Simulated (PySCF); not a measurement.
Computed IR spectrum (relative IR intensity) of a molecule C3H6F2Si. Geometry: PBE-D3(BJ)/def2-SVP. The values are those of a single conformer. Computed with PBE-D3(BJ)/def2-SVP in PySCF. Frequencies are harmonic and unscaled.

Lines under 2 % of the strongest are left out, and lines within 2 cm⁻¹ are merged.

ν (cm⁻¹): 275 (w), 296 (w), 425 (w), 468 (w), 572 (vw), 647 (m), 735 (w), 874 (vs), 889 (m), 899 (vs), 914 (m), 917 (w), 962 (w), 995 (w), 1040 (w), 1071 (s), 1141 (m), 1164 (s), 1216 (m), 1276 (m), 1424 (s), 2169 (s), 2178 (s), 2183 (s), 3076 (w), 3092 (vw) (against the strongest line: vs over 80 %, s over 45 %, m over 15 %, w over 4 %, vw less)

Question: Which molecule gave these data?
A) C=C(F)[C@@H](F)[SiH3]
B) C/C=C(\F)[SiH2]F
C) C/C(F)=C(/F)[SiH3]
D) F[C@@H]1C([SiH3])[C@H]1F

Answer: D, F[C@@H]1C([SiH3])[C@H]1F
